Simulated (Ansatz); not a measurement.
Reaction (isomerisation): `C[SiH](S)CS` → `C[Si](C)(S)S`

Computed with Ansatz on PBE0-D4/def2-TZVP structures; ΔE is electronic, products minus reactants. CCSD(T)/CBS is the MP2 limit (def2-TZVPP, def2-QZVPP) plus CCSD(T) − MP2 in def2-TZVPP, frozen cores. Functionals use def2-TZVPP. B3LYP here is the variant with VWN-RPA as its local correlation; programs differ in this. One conformer a species, not always the lowest.

| level | ΔE (kJ/mol) | difference from CCSD(T)/CBS |
| --- | --- | --- |
| PBE-D4 | -123.6 | 0.9 |
| PBE0-D4 | -126.1 | -1.6 |
| PBE | -121.9 | 2.6 |
| PBE0 | -124.6 | -0.1 |
| B3LYP | -120.9 | 3.6 |
| MP2/def2-TZVPP | -128.1 | -3.6 |
| SCS-MP2/def2-TZVPP | -122.9 | 1.6 |
| CCSD/def2-TZVPP | -122.6 | 1.9 |
| HF/def2-QZVPP | -121.4 | 3.1 |
| MP2/def2-QZVPP | -128.9 | -4.4 |
| CCSD(T)/CBS | -124.5 | 0 |

Largest T1 diagnostic among the species: 0.011.
